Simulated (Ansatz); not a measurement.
Basis-set extrapolation for `B[C@]1(Cl)C[C@H]1Cl` (PBE0-D4/def2-TZVP geometry, frozen core, the Gaussian-basis code of Ansatz). Multiplicity 1, RHF reference.

```json
{"": "HF", "def2-TZVPP": "-1060.213364", "def2-QZVPP": "-1060.245036"}
{"": "MP2 correlation", "def2-TZVPP": "-0.974747", "def2-QZVPP": "-1.051327"}
{"": "CCSD(T) correlation", "def2-TZVPP": "-1.078642", "def2-QZVPP": "not run"}
```

Energies in hartree. Use E(X) = E(∞) + A·exp(−7.88·√X) for Hartree–Fock and E(X) = E(∞) + B·X^(−2.97) for correlation, with X = 3 and 4, and add CCSD(T) minus MP2 of the smaller set to the MP2 limit.

Problem. What is the CCSD(T) energy at the basis-set limit?

Solution. HF limit: -1060.245036 + (-0.031672) × 0.13774 = -1060.24940. MP2 limit: -1.051327 + (-0.076580) × 0.74074 = -1.10805. Higher-order term: -1.078642 − (-0.974747) = -0.10390. Total: -1061.46135 hartree, 444.6 kJ/mol below CCSD(T)/def2-TZVPP.
